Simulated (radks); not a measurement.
Results of a calculation; reference values are marked as such.
Initial-state core-level shifts of neutral selenium when its valence configuration changes from [Ar] 3d10 4s2 4p4. Code: a radial shooting solver on a logarithmic mesh with Libxc functionals. Model: Dirac Kohn-Sham, PBE, spin-unpolarised, spherical densities, point nucleus; open shells are shared between the two j in proportion to 2j + 1. Shifts are changes of the shell-averaged eigenvalues in eV (positive: less bound).

valence                1s       2s       2p       3p
3d10 4s1 4p5       -1.665   -1.612   -1.607   -1.626
3d9 4s2 4p5       -13.981  -15.539  -15.421  -11.834
3d8 4s2 4p6       -28.824  -32.105  -31.868  -23.996
3d9.5 4s2 4p4.5    -6.881   -7.638   -7.579   -5.874
3d10 4s1.5 4p4.5   -0.843   -0.816   -0.813   -0.823
3d9.5 4s1 4p5.5    -8.485   -9.196   -9.131   -7.439
3d9 4s1 4p6       -15.527  -17.047  -16.921  -13.343
3d10 4s0.5 4p5.5   -2.468   -2.389   -2.382   -2.412
3d9 4s1.5 4p5.5   -14.762  -16.300  -16.179  -12.596
